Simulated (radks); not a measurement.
Values are calculated unless marked as measured or tabulated.
Coulomb parameter of the 5d shell of the gold ion Au2+ in the model configuration [Xe] 4f14 5d7 6p2, as a second difference U = [E(n + 0.5) + E(n - 0.5) - 2 E(n)] / (0.5)^2 with all orbitals relaxed. "Bare": the charge of the atom changes with n. "Screened": the 6p shell takes up the change at fixed total charge, which measures U(5d,5d) + U(6p,6p) - 2 U(5d,6p). Code: a radial shooting solver on a logarithmic mesh with Libxc functionals. Model: Dirac Kohn-Sham, LDA (Slater exchange, Perdew-Wang correlation), spin-unpolarised, spherical densities, finite nucleus; open shells are shared between the two j in proportion to 2j + 1; Fermi nuclear charge, rms radius 5.4371 fm.

case	configuration	E - E(n) (eV)
start	[Xe] 4f14 5d7 6p2	0.000
bare +0.5	[Xe] 4f14 5d7.5 6p2	-16.323
bare -0.5	[Xe] 4f14 5d6.5 6p2	19.584
screened +0.5	[Xe] 4f14 5d7.5 6p1.5	-8.402
screened -0.5	[Xe] 4f14 5d6.5 6p2.5	9.047

U(bare) = 13.040 eV, U(screened by 6p) = 2.580 eV.
